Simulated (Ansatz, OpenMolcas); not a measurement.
## How methods differ on GaBr (SMILES [Ga][Br])

GaBr has 2 atoms, charge 0, and is taken as a singlet. SMILES: `[Ga][Br]`. Geometry: relaxed at PBE0-D4/def2-TZVP.

```xyz
2

Ga    0.0000    0.0000    0.0138
Br    0.0000    0.0000    2.3881
```

Quantity: the electronic atomisation energy, in eV. The values are calculated. Electronic energies at fixed atoms, without zero-point motion or spin-orbit coupling.

```json
{"level": "HF/aug-cc-pVTZ", "kind": "Hartree–Fock", "program": "OpenMolcas", "value (eV)": "3.22", "less CCSD(T)/aug-cc-pVTZ": "-1.19", "CPU time (all runs)": "32 s"}
{"level": "SVWN5/aug-cc-pVTZ", "kind": "LDA", "program": "Ansatz", "value (eV)": "5.08", "less CCSD(T)/aug-cc-pVTZ": "+0.67", "CPU time (all runs)": "12 s"}
{"level": "PBE/aug-cc-pVTZ", "kind": "GGA", "program": "OpenMolcas", "value (eV)": "4.47", "less CCSD(T)/aug-cc-pVTZ": "+0.06", "CPU time (all runs)": "50 s"}
{"level": "TPSS/aug-cc-pVTZ", "kind": "meta-GGA", "program": "OpenMolcas", "value (eV)": "4.45", "less CCSD(T)/aug-cc-pVTZ": "+0.04", "CPU time (all runs)": "63 s"}
{"level": "B3LYP/aug-cc-pVTZ", "kind": "global hybrid", "program": "Ansatz", "value (eV)": "4.27", "less CCSD(T)/aug-cc-pVTZ": "-0.14", "CPU time (all runs)": "22 s"}
{"level": "r2SCAN0/aug-cc-pVTZ", "kind": "hybrid meta-GGA", "program": "Ansatz", "value (eV)": "4.34", "less CCSD(T)/aug-cc-pVTZ": "-0.07", "CPU time (all runs)": "37 s"}
{"level": "wB97M-V/aug-cc-pVTZ", "kind": "range-separated hybrid", "program": "Ansatz", "value (eV)": "4.33", "less CCSD(T)/aug-cc-pVTZ": "-0.08", "CPU time (all runs)": "2.1 min"}
{"level": "MP2/aug-cc-pVTZ", "kind": "perturbation theory", "program": "Ansatz", "value (eV)": "4.60", "less CCSD(T)/aug-cc-pVTZ": "+0.19", "CPU time (all runs)": "9.7 s"}
{"level": "CCSD(T)/aug-cc-pVTZ", "kind": "coupled cluster or CI", "program": "Ansatz", "value (eV)": "4.41", "less CCSD(T)/aug-cc-pVTZ": "0.00", "CPU time (all runs)": "27 s"}
```

Differences are taken from CCSD(T)/aug-cc-pVTZ for orientation; it has basis-set and higher-order errors of its own. All-electron rows without a relativistic Hamiltonian named are non-relativistic. The values span 3.22 to 5.08 eV. In the correlated wave-function rows the outer d shell of Br, Ga is correlated, in sets not made for it. Times are those of the runs behind each value, whatever else they computed, on shared processors of several kinds: orders of magnitude only.
